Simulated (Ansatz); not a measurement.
Frontier orbitals of BGeH4NO, SMILES `[NH2][GeH]1[BH][O]1`.

Z-matrix (Å, degrees):
```
Ge
B 1 2.049
O 1 2.110 2 35.8
N 1 1.806 2 122.3 3 79.7
H 1 1.539 2 121.1 3 -56.6
H 2 1.192 1 143.9 3 -178.3
H 4 1.007 1 120.4 2 -115.7
H 4 1.006 1 119.9 2 31.7
```

Charge 0, multiplicity 1. Correlated methods include outer-core shells of Ge, which these sets cover unevenly. Scalar relativity is left out up to krypton. The structure was optimised at the PBE0-D4/def2-TZVP level. It is one conformer, not always the lowest. Basis def2-TZVPP, Ansatz 0.2.0.

Orbital energies of one run (eV). Highest occupied ones, from the top: -8.97, -10.50, -12.10, -13.20, -13.77, -14.49, -15.99, -16.62, -18.16, -26.64, -30.42, -36.09, -36.19, -36.29. Empty: 1.15, 1.46, 2.92, 3.01, 3.73, 4.35.

(1) Which functional gave them?
A. ωB97X-V
B. PBE0
C. revPBE
D. CAM-B3LYP

## Answers

(1) A. HOMO energies: ωB97X-V -8.97, PBE0 -6.78, revPBE -5.63, CAM-B3LYP -8.05 eV.
